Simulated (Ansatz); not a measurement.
Start from `[CH3][Al]([NH2])[Br]` and change one atom or group to get `[NH2][Al]([Cl])[Br]`.

Ansatz, PBE0-D4/def2-TZVP geometries, multiplicity 1. Each molecule was computed in one conformer, which needn't be the lowest.

Scalar relativity is left out up to krypton.

```csv
property,`[CH3][Al]([NH2])[Br]`
LUMO energy (PBE/def2-TZVPP) / eV,-0.89
HOMO–LUMO gap (ωB97M-V/def2-TZVPP) / eV,11.33
size of the dipole moment (ωB97M-V/def2-TZVPP) / D,2.44
HOMO–LUMO gap (PBE/def2-TZVPP) / eV,5.33
LUMO energy (B3LYP/def2-TZVPP) / eV,-0.39
HOMO energy (PBE0/def2-TZVPP) / eV,-7.61
```

Question: What does the change do to each property? (Estimate.)

Answer: Computed: 
| property | `[NH2][Al]([Cl])[Br]` | shift |
| --- | --- | --- |
| LUMO energy (PBE/def2-TZVPP) / eV | -1.54 | -0.65 |
| HOMO–LUMO gap (ωB97M-V/def2-TZVPP) / eV | 11.34 | 0.01 |
| size of the dipole moment (ωB97M-V/def2-TZVPP) / D | 2.28 | -0.16 |
| HOMO–LUMO gap (PBE/def2-TZVPP) / eV | 5.06 | -0.27 |
| LUMO energy (B3LYP/def2-TZVPP) / eV | -0.97 | -0.58 |
| HOMO energy (PBE0/def2-TZVPP) / eV | -8.01 | -0.40 |

With PBE0 the HOMO falls by 0.40 eV and the LUMO falls by 0.60 eV, so the gap narrows by about 0.20 eV. PBE moves the HOMO by -0.37 eV and ωB97M-V by -0.40 eV. The zero-point energy changes by -89.2 kJ/mol with -9 modes. Dipoles are sizes alone; their direction can turn.

B3LYP here is the variant with VWN-RPA as its local correlation; programs differ in this.

Spin–orbit coupling is left out; it splits and shifts lone-pair levels of the heavy atoms by tenths of an eV.
